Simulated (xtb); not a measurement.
CCl₂F₃In, SMILES F[C](F)(F)[In]([Cl])[Cl]. All values are semi-empirical tight-binding results from xtb (GFN2-xTB unless named), good for trends rather than for accurate numbers. Geometry: GFN2-xTB. The structure was generated by enumeration; whether it is a known compound was not checked.

For metal compounds this method's bond lengths and energies can be far off.

Computed properties:
- orbital gap: 2.89 eV
- zero-point energy: 8.5 kcal/mol
- G − E(el) at 298.15 K (modified RRHO): -15.7 kcal/mol
